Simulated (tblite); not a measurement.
C₇H₇ClN (doublet state).
Structure used (GFN2-xTB), in Å, numbered top down from 1:
```xyz
16
C7H7ClN angstrom
C      1.9671   -1.0438    0.5313
C      1.3571    0.0440    0.0628
C      2.0640    0.9958   -0.7138
N      2.6273    1.7667   -1.3469
C     -0.0827    0.3655    0.3024
Cl    -0.0244    1.4752    1.8443
C     -0.8974    0.9642   -0.7381
C     -2.0083   -0.0006   -0.5643
C     -1.1367   -0.7389    0.4742
H      3.0093   -1.2283    0.3329
H      1.4427   -1.7652    1.1337
H     -0.7728    1.8493   -1.3289
H     -2.9302    0.4306   -0.1642
H     -2.2720   -0.5761   -1.4546
H     -0.7923   -1.7170    0.1461
H     -1.5583   -0.8124    1.4720
```

Computed geometry: GFN2-xTB, gas phase. This method treats the open shell by occupation alone, without spin polarisation.

Masses are those of the commonest isotopes; rigid-rotor values at the optimised geometry. The values belong to one conformer with, in the numbering `[CH2:1]=[C:2]([C:3]#[N:4])[C@@:5]1([Cl:6])[CH:7][CH2:8][CH2:9]1`, C1–C2–C5–Cl6 94°.

Give the principal moments of inertia and the rotational constants in cm⁻¹.

Ia = 277.14, Ib = 440.16, Ic = 481.41 u·Å²; 505379 MHz·u·Å²/I gives 1824, 1148 and 1050 MHz, that is A = 0.06083, B = 0.03830, C = 0.03502 cm⁻¹.

Classify the top.

An asymmetric top; Ray's κ = -0.746.

What does the inertial defect say?

Not planar: Δ = Ic − Ia − Ib = -235.89 u·Å². For a rigid frame Δ = −2 Σ m c², so Σ m c² = 117.95 u·Å² lies off the ab plane: 22.01 from hydrogen and 95.94 from heavier atoms. The atom farthest from that plane is 2.68 Å away.

Give the other two planar moments, Paa and Pbb, and the rms extents of the mass along the axes.

Paa = Σ m a² = (Ib + Ic − Ia)/2 = 322.22 and Pbb = Σ m b² = (Ia + Ic − Ib)/2 = 159.19 u·Å². With the mass M = 140.03 u, the rms extents √(P/M) along a, b and c are 1.52, 1.07, 0.92 Å.

Estimate the classical rotational partition function at 10 K, 25 K and 50 K.

Point group C1, symmetry number σ = 1; q = (√π/σ)·√((kT/h)³/(ABC)), k/h = 20836.6 MHz/K: 3600 at 10 K, 14200 at 25 K, 40200 at 50 K.

For this open shell read J as N, the rotation without spin; fine and hyperfine splittings come on top. Its GFN2-xTB frequencies are all real (lowest 34 cm⁻¹). No vibrational averaging or centrifugal distortion is included, and the geometry carries the error of its method.
